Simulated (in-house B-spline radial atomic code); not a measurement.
## Excitations of the hafnium ion Hf⁴⁺ by several methods

Full response, energies in eV; labels give the largest channel, * marks a mixed state, a dash one above the method's threshold, and an imaginary frequency an unstable closed-shell reference. Computed with a B-spline radial code for spherical atoms: linear response of the closed shell [Xe] 4f14 with each method's own kernel (bare exchange for TDHF, static screening on G0W0 levels for BSE, the adiabatic kernel for functionals); scalar-relativistic (spin-free one-electron X2C), finite nucleus, no spin-orbit coupling, no double excitations, S, P, D and F terms only; shells from n = 3 respond. Only terms of natural parity with L up to 3 were computed.

Spin-orbit coupling is strong here, so these LS terms don't match observed levels.

```csv
method,4f → 5d 3P,4f → 5d 3F,4f → 5d 1F,α (bohr³)
TDHF,21.646,23.312,24.128,3.166
BSE on G0W0@HF,19.771,20.923,21.546,3.109
LDA VWN5,18.746,19.052,19.577,3.251
PBE,18.519,18.831,19.415,3.272
PBE0,19.439,20.058,20.688,3.23
B3LYP (VWN-RPA),19.094,19.623,20.217,3.244
CAM-B3LYP,18.939,19.465,20.057,3.248
LC-wPBE,18.313,18.670,19.273,3.274
wB97X,19.222,19.746,20.340,3.254
HSE06,19.387,20.007,20.638,3.238
BHandHLYP,?,?,?,?
BLYP,?,?,?,?
PBEsol,18.634,18.956,19.530,3.261
BP86,18.676,18.975,19.561,3.265
LDA exchange-only,18.131,18.505,19.078,3.293
B97-1,19.350,19.909,20.496,3.236
RPBE,18.483,18.797,19.385,3.276
OLYP,18.951,19.309,19.888,3.232
```

(1) What does BHandHLYP give?

(2) What does BLYP give?

## Answers

(1) 4f → 5d 3P: 20.093; 4f → 5d 3F: 21.007; 4f → 5d 1F: 21.664; α: 3.205 (eV, bohr³).

(2) 4f → 5d 3P: 18.282; 4f → 5d 3F: 18.572; 4f → 5d 1F: 19.140; α: 3.282 (eV, bohr³).
